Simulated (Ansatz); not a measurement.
`[NH2][AlH][GaH2]` + H₂ → `[GaH3]` + `[NH2][AlH2]` at 600 K and 1 bar (hydrogenolysis of a Ga–Al bond).

Isolated molecules relaxed with PBE0-D4/def2-TZVP in Ansatz; ΔE leaves out vibrations. CCSD(T)/CBS is the MP2 limit (def2-TZVPP, def2-QZVPP) plus CCSD(T) − MP2 in def2-TZVPP, frozen cores. This one scheme is used for every species. For Ga outer-core shells are correlated without core-valence functions, which leaves a few kJ/mol of doubt a bond. Scalar relativity is left out up to krypton. Each species was taken in one conformer, which may not be the lowest.

| species | CCSD(T)/CBS energy (Eh) | H − E (kJ/mol) | S (J/(mol·K)) |
| --- | --- | --- | --- |
| `[NH2][AlH][GaH2]` | -2223.67811 | 175.5 | 420.9 |
| H₂ | -1.17544 | 43.9 | 150.8 |
| `[GaH3]` | -1925.70545 | 74.9 | 253.2 |
| `[NH2][AlH2]` | -299.14566 | 138.4 | 304.9 |

H − E and S are ideal-gas, rigid-rotor, harmonic terms from PBE0-D4/def2-TZVP, for one conformer and one mirror image of each species. The MP2-based limit puts H₂ 0.8 mEh under its directly extrapolated value; such offsets cancel only in part. 1 Eh = 2625.50 kJ/mol, R = 8.31446 J/(mol·K).

Problem. By hand: ΔE, ΔH, ΔS and ΔG.

Solution. ΔE = (-1925.70545) + (-299.14566) − (-2223.67811) − (-1.17544) = 0.00244 Eh = 6.4 kJ/mol. Δ(H − E) = 74.9 + 138.4 − 175.5 − 43.9 = -6.1, so ΔH = 0.3 kJ/mol. ΔS = 253.2 + 304.9 − 420.9 − 150.8 = -13.6 J/(mol·K). ΔG = 0.3 − 600 × (-13.6)/1000 = 8.5 kJ/mol.

Problem. By hand: the equilibrium constant, and the temperature at which ΔG would vanish if ΔH and ΔS stayed fixed.

Solution. log₁₀ K = −ΔG/(RT ln 10) = -0.7. ΔH and −TΔS have one sign here, so there is no such temperature. One of them is within its doubt of zero, so this could turn.

TΔS isn't small against ΔH here. A doubt of 5 kJ/mol in ΔE shifts log₁₀ K by 0.4 here. Other conformers and mirror images would add mixing entropy, several J/(mol·K) or more a flexible species. Modes under 60 cm⁻¹, often nearly free rotors, make the harmonic entropy too high. These are equilibria of isolated gas molecules and say nothing of rates. Largest T1 diagnostic: 0.013 (customary marks: 0.02 for closed shells, 0.045 for open ones).
